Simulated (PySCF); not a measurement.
## HfH4 at several levels of theory

Computed with PySCF 2.14.0 (density fitting, no spin-orbit coupling) at the geometry relaxed with PBE:

```xyz
5
HfH4 (singlet)
Hf    0.0000    0.0000    0.0000
H     1.5143    0.0000    1.0693
H     0.0000    1.5143   -1.0693
H    -1.5143    0.0000    1.0693
H     0.0000   -1.5143   -1.0693
```

| level | basis | state | HOMO (eV) | gap (eV) | charge on Hf1 (e) | dipole about the centre of mass (D) | largest force component (eV/Å) |
| --- | --- | --- | --- | --- | --- | --- | --- |
| PBE | Hf def2-SVP with ECP60, H def2-SVP | singlet | -7.07 | 3.98 | 1.00 | 0.00 | 0.00 |
| r2SCAN | the same | singlet | -7.41 | 4.59 | 1.19 | 0.00 | 0.06 |
| TPSSh | the same | singlet | -7.85 | 5.35 | 1.26 | 0.00 | 0.06 |
| revPBE | the same | singlet | -7.06 | 4.10 | 1.04 | 0.00 | 0.02 |
| PBE0 | the same | singlet | -8.39 | 6.31 | 1.17 | 0.00 | 0.09 |
| PBE | Hf x2c-SVPall, H x2c-SVPall | singlet | -7.36 | 3.87 | 0.70 | 0.00 | 0.43 |

Charges are Mulliken's, which hang on the basis. The relaxation used the grid (50, 194), these runs (75, 302) or, all-electron (x2c bases, spin-free X2C Hamiltonian), (99, 590).

Question: What does PBE with Hf def2-TZVP with ECP60, H def2-TZVP give here?

Answer: state singlet, HOMO (eV) -7.12, gap (eV) 4.03, charge on Hf1 (e) 0.69, dipole about the centre of mass (D) 0.00, largest force component (eV/Å) 0.00. Time: 2.2 s on 2 threads of Arm Neoverse V1, with other jobs on the host, from free ions and atoms.

In the first row's basis the gap widens with exact exchange: 4.0 to 4.6 eV for PBE, revPBE, r2SCAN (none); 5.3 to 6.3 eV for TPSSh, PBE0 (a fixed share).
